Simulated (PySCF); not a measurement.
## Be (beryllium, neutral) across methods

[He] 2s2, closed-shell 1S. Computed with PySCF 2.14 in dyall-av2z (11s7p2d, 42 functions), with no relativity, point nucleus.

```csv
method,E (hartree),mean ε 1s (eV),mean ε 2s (eV),Σ⟨r²⟩ (bohr²),⟨S²⟩
PBE0,-14.6363,-111.97,-6.495,16.80,0.000
PBE,-14.6296,-106.19,-5.611,16.82,0.000
LDA,-14.4468,-104.94,-5.604,17.06,0.000
MN15,-14.6762,-112.14,-6.727,17.25,0.000
B97-3,-14.6656,-112.61,-6.550,16.66,0.000
wB97X-V,-14.6626,-113.92,-8.628,16.81,0.000
BHandHLYP,-14.6637,-118.09,-7.238,16.89,0.000
UHF,-14.57271,-128.80,-8.418,17.37,0.000
```

Q: Estimate the same row for r2SCAN.

A: E (hartree) = -14.6484; mean ε 1s (eV) = -108.64; mean ε 2s (eV) = -5.751; Σ⟨r²⟩ (bohr²) = 16.98; ⟨S²⟩ = 0.000.
